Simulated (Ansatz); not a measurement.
Reaction (formal exchange of groups at the Si–B bond): `[SiH3]BO[SiH3]` + `C1=CN1` → `[SiH3]C1=CN1` + `BO[SiH3]`

Computed with Ansatz on PBE0-D4/def2-TZVP structures; ΔE is electronic, products minus reactants. CCSD(T)/CBS is the MP2 limit (def2-TZVPP, def2-QZVPP) plus CCSD(T) − MP2 in def2-TZVPP, frozen cores. Functionals use def2-TZVPP. One conformer a species, not always the lowest.

```tsv
level	ΔE (kJ/mol)
PBE-D4	-45.3
PBE0-D4	-47.2
r2SCANh-D4	-54.1
SCS-MP2/def2-QZVPP	-63.3
```

Question: What does CCSD(T)/CBS give? (An estimate is asked.)

Answer: Ansatz gave: -54.0 kJ/mol. The listed levels differ from it by 8.7, 6.8, -0.1, -9.3 kJ/mol.

Largest T1 diagnostic among the species: 0.014.

From BLYP to BHLYP (50 % exact exchange), in def2-TZVPP and without D4, ΔE moves by −4.1 kJ/mol. At CCSD(T), def2-SVP lies +4.2 kJ/mol from the extrapolated value and def2-TZVPP +1.1 kJ/mol.
